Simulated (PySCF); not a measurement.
B(OH)2(OSiH3) (BH5O3Si), SMILES B(O[SiH3])(O)O.

Coordinates come from a B3LYP-D3(BJ)/def2-SVP optimisation. Other conformers were not sampled.

The numbers are results of PBE/def2-TZVP (PySCF), not measurements.

Gas-phase values at a fixed geometry.

The total energy is -542.89530 hartree and the point group is Cs. The highest occupied level is -7.33 eV, the lowest empty level is -0.92 eV and the orbital gap is 6.41 eV. The dipole moment comes out as 2.87 D and the quadrupole, principal values (traceless, Buckingham form, about the centre of nuclear charge) is -10.36, -4.25, 14.61 D·Å. The mean static polarisability comes out as 51.5 bohr³ (7.63 Å³) and the polarisability, principal values is 43.1, 49.8, 61.6 bohr³.
